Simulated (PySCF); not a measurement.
CH4MoO2S, SMILES [Mo](=[O])([CH3])(=[O])[SH], multiplicity 1. Geometry: PBE0-D3(BJ)/def2-SVP. The multiplicity is an assumed one; no other spin state was optimised. The structure was generated by enumeration; whether it is a known compound was not checked. The def2 effective core potentials stand for the cores of Mo; spin–orbit coupling is left out. Other conformers were not sampled.

Computed with PBE0-D3(BJ)/def2-SVP (PySCF).

Harmonic wavenumbers (cm⁻¹): 138, 147, 165, 200, 227, 296, 318, 426, 562, 604, 628, 670, 1046, 1071, 1190, 1388, 1397, 2696, 3044, 3164, 3165. Rotational constants (GHz): 3.550, 1.980, 1.878; symmetry number 1.

Work out the zero-point energy and the ideal-gas rigid-rotor harmonic-oscillator thermochemistry at 298.15 K and 1 atm.

ZPE = ½ Σ hcν = ½ × 22542 cm⁻¹ = 32.23 kcal/mol. H − E(el) = 37.62 kcal/mol. Entropy in cal/(mol K): translation 41.40, rotation 27.59, vibration 17.63, total 86.63. G − E(el) = 11.79 kcal/mol. Cp = 27.09 cal/(mol K). Modes under 150 cm⁻¹ make the vibrational entropy uncertain.
